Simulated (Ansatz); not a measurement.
Reaction (redistribution): `O[SiH](O)[NH][GeH3]` + `[SiH3]N[SiH](Cl)Cl` → `O[SiH](O)N[SiH](Cl)Cl` + `[SiH3][NH][GeH3]`

Computed with Ansatz on PBE0-D4/def2-TZVP structures; ΔE is electronic, products minus reactants. CBS: MP2 limit from def2 TZ/QZ plus the TZ coupled-cluster correction, frozen cores. Functionals use def2-TZVPP. B3LYP here is the variant with VWN-RPA as its local correlation; programs differ in this. For Ge outer-core shells are correlated without core-valence functions, which leaves a few kJ/mol of doubt a bond. Scalar relativity is left out up to krypton. Each species was taken in one conformer, which may not be the lowest.

| level | ΔE (kJ/mol) | difference from CCSD(T)/CBS |
| --- | --- | --- |
| B3LYP-D4 | 2.3 | -0.7 |
| B2PLYP | 3.9 | 0.9 |
| PBE | 4.4 | 1.4 |
| r2SCAN | 2.4 | -0.6 |
| B3LYP | 4.8 | 1.8 |
| CCSD(T)/def2-TZVPP | 3.1 | 0.1 |
| MP2/def2-QZVPP | 2.6 | -0.4 |
| SCS-MP2/def2-QZVPP | 3.1 | 0.1 |
| HF/CBS(def2) | 4.1 | 1.1 |
| CCSD/CBS(def2) | 3.3 | 0.3 |
| CCSD(T)/CBS | 3.0 | 0 |

Largest T1 diagnostic among the species: 0.011.
